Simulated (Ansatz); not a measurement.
**How methods differ on CuOH (SMILES [Cu]O)**

The species is CuOH (3 atoms), meant as a singlet with charge 0. As SMILES, `[Cu]O`. The shape was relaxed beforehand at r2SCAN/def2-SVP.

```xyz
3

Cu   -1.1286    0.2720   -0.5853
O     0.4115    0.3231    0.2610
H     0.7171   -0.5951    0.3242
```

Each level gives the dissociation energy of the O2–Cu1 bond into doublet OH and doublet Cu (shapes relaxed at r2SCAN/def2-SVP, no zero-point term) (eV). The values are calculated.

```
               level                    kind  program  value (eV)  CPU time (all runs)
       HF/def2-TZVPP            Hartree–Fock   Ansatz        1.11                3.8 s
     BLYP/def2-TZVPP                     GGA   Ansatz        3.13                4.6 s
      PBE/def2-TZVPP                     GGA   Ansatz        3.31                2.9 s
   r2SCAN/def2-TZVPP                meta-GGA   Ansatz        3.16                5.7 s
  PBE0-D4/def2-TZVPP           global hybrid   Ansatz        2.93                2.6 s
CAM-B3LYP/def2-TZVPP  range-separated hybrid   Ansatz        3.01                3.9 s
  wB97M-V/def2-TZVPP  range-separated hybrid   Ansatz        3.16                  9 s
      MP2/def2-TZVPP     perturbation theory   Ansatz        3.47                8.5 s
```

The values span 1.11 to 3.47 eV. Hartree–Fock misses the correlation of the electron pair that is broken and comes out low. Measured bond enthalpies also hold zero-point and thermal terms, a few tenths of an eV less. CPU times are rough (shared hosts, several kinds of processor): they show what a rung costs within a factor of a few.
